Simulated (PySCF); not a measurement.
**Be²⁺ (beryllium, charge +2): BHandHLYP calculation**

Configuration: 1s2, closed-shell 1S. Calculation: PySCF 2.14, in aug-cc-pVTZ with one added diffuse shell each of s, p, d, f type (6s5p4d3f, 62 functions); the non-relativistic Hamiltonian (point nucleus).

```
Total energy                                     : -13.6544 hartree
One-electron energy                              : -15.8808 hartree
Hartree (Coulomb) energy                         : 4.5398 hartree
Exchange-correlation energy                      : -2.3133 hartree
Kinetic energy                                   : 13.54577 hartree
⟨S²⟩                                             : 0.0000
⟨L²⟩                                             : 0.000
Sum of ⟨r⟩                                       : 0.8316 bohr
Sum of ⟨r²⟩                                      : 0.4685 bohr²
Density at the nucleus (Gaussians lack the cusp) : 33.3 bohr⁻³
Langevin diamagnetic susceptibility              : -0.371 ×10⁻⁶ cm³/mol
```

```tsv
shell	electrons	mean orbital energy (eV)	rms radius, mean of both spins (bohr)
1s	2	-144.00	0.484
```
